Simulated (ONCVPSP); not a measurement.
# What one change does to a pseudopotential (Zn (Z = 30), ONCV)

ONCVPSP 4.0.1 input, shortened (lines: element, Z, core and valence counts, functional; n l f; lmax; l rc ep ncon nbas qcut; lloc lpopt rc5 dvloc0; l nproj debl; icmod fcfact rcfact), LDA (Perdew-Zunger), scalar-relativistic:

```
  Zn 30.00    3    4        3      upf
    1    0    2.00
    2    0    2.00
    2    1    6.00
    3    0    2.00
    3    1    6.00
    3    2   10.00
    4    0    1.50
    2
    0    1.20    0.00    3    6    9.10
    1    0.95    0.00    4    7   12.70
    2    1.15    0.00    4    8   13.00
    4    5    0.90    0.00
    0    2    2.20
    1    1    3.50
    2    2    3.60
    3    4.25    1.60
```

All-electron outer shells of the reference configuration (LDA (Perdew-Zunger), scalar-relativistic, ld1.x):

```
shell  level (eV)  outermost node (bohr)  outermost maximum (bohr)
   2p    -1008.06                      –                      0.15
   3s     -133.29                   0.28                      0.59
   3p      -87.93                   0.25                      0.59
   3d      -15.06                      –                      0.56
   4s      -10.14                   0.85                      2.04
```

Change: p: qcut 9.8.

Cutoffs: the cutoffs (Ha) at which the residual kinetic energy of the hardest occupied pseudo-wave falls to 1 and 0.1 mHa per electron; they do not see the model core or the augmentation charge, which bear on the density cutoff. Errors are all-electron minus pseudo energies relative to the spin-unpolarised reference configuration.

Task: Predict the effect on cutoff, ghosts and configuration errors.

Result: The potential gets harder (72 Ha and 79 Ha → 72 Ha and 101 Ha); the errors of the 4 common tests hardly move; neither file shows a bound ghost.

| quantity | base | changed |
| --- | --- | --- |
| cutoff, loose | 72 Ha | 72 Ha |
| cutoff, tight | 79 Ha | 101 Ha |
| loose cutoff by channel | s 18 Ha, p 51 Ha, d 72 Ha | s 18 Ha, p 47 Ha, d 72 Ha |
| bound ghosts | none | none |
| GHOST(+) flags under 300 eV | none | none |
| error for 3s2 3p6 3d10 4s2, meV [ΔE -4.08 eV] | +0.4 | +0.4 |
| error for 3s2 3p6 3d10 4s1, meV [ΔE 6.11 eV] | -0.2 | -0.2 |
| error for 3s2 3p6 3d10 4s0, meV [ΔE 24.88 eV] | +0.9 | +0.9 |
| error for 3s1 3p6 3d10 4s2, meV [ΔE 133.39 eV] | -376 | -378 |
| s: phases at 1.22 bohr within 0.05 rad from the reference energy up to (Ha; the scan ends near 5) | to the end of the scan | to the end of the scan |
| p: phases at 0.96 bohr within 0.05 rad from the reference energy up to (Ha; the scan ends near 5) | 4.3 | 4.4 |
| d: phases at 1.17 bohr within 0.05 rad from the reference energy up to (Ha; the scan ends near 5) | to the end of the scan | to the end of the scan |
| rms error of d²Exc/dni dnj with the model core, mHa | 1.74 | 1.75 |
